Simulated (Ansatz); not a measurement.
Program: Ansatz. Geometries: PBE0-D4/def2-TZVP. ΔE: electronic, gas phase. CBS: MP2 limit from def2 TZ/QZ plus the TZ coupled-cluster correction, frozen cores. Functionals use def2-TZVPP. B3LYP here is the variant with VWN-RPA as its local correlation; programs differ in this. For Br outer-core shells are correlated without core-valence functions, which leaves a few kJ/mol of doubt a bond. Scalar relativity is left out up to krypton. One conformer a species, not always the lowest.

Consider the formal exchange of groups at the Al–Br bond: `F[CH2][AlH][Br]` + `FC1([SiH3])C=C1` → `F[CH2][AlH][SiH3]` + `FC1(Br)C=C1`.

`F[CH2][AlH][Br]`:

Z-matrix (Å, degrees):
```
C
Al 1 1.976
F 1 1.391 2 113.1
H 1 1.099 2 110.7 3 -121.5
H 1 1.099 2 110.7 3 121.5
Br 2 2.249 1 119.4 3 -0.1
H 2 1.579 1 121.2 3 179.9
```

`FC1([SiH3])C=C1`:

Z-matrix (Å, degrees):
```
C
Si 1 1.879
C 1 1.470 2 127.3
F 1 1.410 2 108.9 3 -146.4
C 1 1.471 2 127.3 3 67.2
H 2 1.485 1 110.3 3 -153.3
H 2 1.486 1 107.9 3 -33.7
H 2 1.485 1 110.3 3 86.0
H 3 1.077 1 145.7 2 -70.9
H 5 1.077 1 145.7 2 70.9
```

`F[CH2][AlH][SiH3]`:

Z-matrix (Å, degrees):
```
C
Al 1 1.984
F 1 1.400 2 111.4
H 1 1.098 2 112.0 3 120.7
H 1 1.098 2 112.0 3 -120.7
Si 2 2.454 1 118.8 3 0.0
H 2 1.592 1 116.8 3 -180.0
H 6 1.491 2 110.5 1 59.2
H 6 1.490 2 112.8 1 179.8
H 6 1.491 2 110.5 1 -59.6
```

`FC1(Br)C=C1`:

Cartesian coordinates in Å:
```
F -0.004 0.722 -1.677
C -0.322 0.086 -0.513
Br -2.128 -0.590 -0.704
C 0.688 -0.588 0.264
C 0.218 0.532 0.747
H 1.343 -1.438 0.356
H 0.204 1.276 1.527
```

**Question.** Is it downhill or uphill in electronic energy at CCSD(T)/CBS, and by how much? (Best estimate.)

**Answer.** The calculation gave: Uphill: ΔE = +2.14 eV.

**Question.** What do these levels give: r2SCAN-D4, PBE0-D4, B3LYP-D4, ωB97M-V, B2PLYP, PBE0, B3LYP, HF/def2-TZVPP, MP2/def2-TZVPP, CCSD/def2-TZVPP, HF/def2-QZVPP, MP2/def2-QZVPP? (Best estimate.)

**Answer.** Ansatz gave: r2SCAN-D4 2.05, PBE0-D4 1.96, B3LYP-D4 2.06, ωB97M-V 2.15, B2PLYP 2.12, PBE0 1.96, B3LYP 2.05, HF/def2-TZVPP 2.28, MP2/def2-TZVPP 2.18, CCSD/def2-TZVPP 2.10, HF/def2-QZVPP 2.29, MP2/def2-QZVPP 2.23 eV.

Largest T1 diagnostic among the species: 0.012.

From PBE to PBE0 (25 % exact exchange), in def2-TZVPP and without D4, ΔE moves by +0.10 eV. In def2-TZVPP, CCSD(T) changes the Hartree–Fock value by −0.21 eV (the triples alone add −0.03 eV) and MP2 by −0.10 eV.
